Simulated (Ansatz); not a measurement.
LiAlO₂, relaxed as a singlet with RKS r2SCAN-D4/def2-TZVP in Ansatz, starting from the GFN1-xTB geometry. Force threshold 0.02 eV/Å.

Another isomer (singlet) lies 0.71 eV lower at PBE0-D4/def2-TZVP; other spin states weren't run for this one.

Start:

```tsv
atom	x (Å)	y (Å)	z (Å)
Li1	0.984	0.175	0.833
Al2	-0.738	-0.130	-0.623
O3	-0.218	1.378	-0.283
O4	-0.028	-1.423	0.073
```

Estimate the energy that the relaxation releases and the steps that it takes.

0.3 kcal/mol, in 4 steps; 9.5 s on 2 threads of Arm Neoverse N1 on a shared host. No frequencies were taken in this run, so the end may be a saddle point.

Does the start keep its bonding and symmetry?

By distances, no bond broke or formed. The bond that changes most is Li1–O4, from 2.04 to 2.01 Å (atoms count from 1). Point group C2v at the start, C2v at the end, both within 0.05 Å.

Predict the relaxed structure.


```xyz
4

Li    0.9563    0.1688    0.8090
Al   -0.7294   -0.1287   -0.6171
O    -0.2100    1.3897   -0.2757
O    -0.0169   -1.4298    0.0838
```
Bond lengths (bridged metal pairs left out): 2 × Al–O 1.64 Å; 2 × Li–O 2.01 Å.
